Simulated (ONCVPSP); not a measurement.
**Cutoff test, Au (Z = 79), ONCV**

ONCVPSP 4.0.1 input, shortened (lines: element, Z, core and valence counts, functional; n l f; lmax; l rc ep ncon nbas qcut; lloc lpopt rc5 dvloc0; l nproj debl; icmod fcfact rcfact), PBEsol, scalar-relativistic:

```
  Au 79.00   10    4  -116133      upf
    1    0    2.00
    2    0    2.00
    2    1    6.00
    3    0    2.00
    3    1    6.00
    3    2   10.00
    4    0    2.00
    4    1    6.00
    4    2   10.00
    4    3   14.00
    5    0    2.00
    5    1    6.00
    5    2    9.00
    6    0    2.00
    2
    0    1.60    0.00    3    7    8.90
    1    1.45    0.00    4    7   11.90
    2    1.30    0.00    4    9    7.20
    4    5    1.10    1.00
    0    2    3.90
    1    1    0.40
    2    2    1.90
    3    6.00    1.25
```

**Question.** For each optimised wave give the share of its norm inside rc, the residual kinetic energy above qcut (Ha) and the cutoffs (Ha) for errors of 10, 1, 0.1 and 0.01 mHa per electron.

**Answer.**

| wave | norm inside rc | residual KE | 10 mHa | 1 mHa | 0.1 mHa | 0.01 mHa |
| --- | --- | --- | --- | --- | --- | --- |
| 5s | 0.974 | 3.3e-07 | 20.3 | 26.1 | 30.7 | 34.3 |
| 6s | 0.089 | 1.7e-07 | 16.7 | 24.2 | 29.6 | 33.7 |
| 5p | 0.861 | 9.1e-08 | 33.2 | 43.4 | 51.6 | 58.5 |
| 5d | 0.399 | 6.4e-05 | 15.8 | 20.0 | 24.1 | 147.5 |
| d projector 2 | 0.147 | 5.9e-05 | 16.1 | 20.6 | 24.9 | 165.7 |

The occupied waves need 43 Ha and 52 Ha for 1 and 0.1 mHa. Its largest configuration-test error is -468 meV.
